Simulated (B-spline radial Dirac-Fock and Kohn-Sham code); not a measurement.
# X-ray form factors of silver in several charge states

Level of theory: relativistic Hartree-Fock (Dirac-Fock) wave functions, averaged over the configuration; a radial B-spline solver.

Configurations: Ag⁴⁰⁺ [He] 2s2 2p3; Ag⁴¹⁺ [He] 2s2 2p2; Ag⁴⁵⁺ 1s2; Ag⁴⁶⁺ 1s1. The first column is f₀ of Ag⁴⁰⁺, the others are differences from it.

```csv
s (Å⁻¹),Ag⁴⁰⁺,Δ Ag⁴¹⁺,Δ Ag⁴⁵⁺,Δ Ag⁴⁶⁺
0,7.000,-1.000,-5.000,-6.000
0.05,6.998,-1.000,-4.998,-5.998
0.1,6.994,-0.999,-4.994,-5.994
0.15,6.986,-0.997,-4.986,-5.986
0.2,6.974,-0.995,-4.975,-5.975
0.25,6.960,-0.993,-4.961,-5.961
0.3,6.943,-0.989,-4.944,-5.944
0.35,6.922,-0.986,-4.925,-5.923
0.4,6.899,-0.981,-4.902,-5.900
0.45,6.872,-0.976,-4.876,-5.874
0.5,6.843,-0.971,-4.847,-5.845
0.6,6.775,-0.958,-4.782,-5.778
0.7,6.696,-0.943,-4.706,-5.701
0.8,6.607,-0.927,-4.619,-5.613
0.9,6.508,-0.909,-4.524,-5.516
1,6.400,-0.889,-4.419,-5.410
1.1,6.284,-0.867,-4.307,-5.295
1.2,6.160,-0.844,-4.187,-5.173
1.4,5.893,-0.795,-3.930,-4.911
1.6,5.606,-0.742,-3.654,-4.630
```

Values without a named source are computed, but for edge energies of neutral atoms, which are taken from tables.
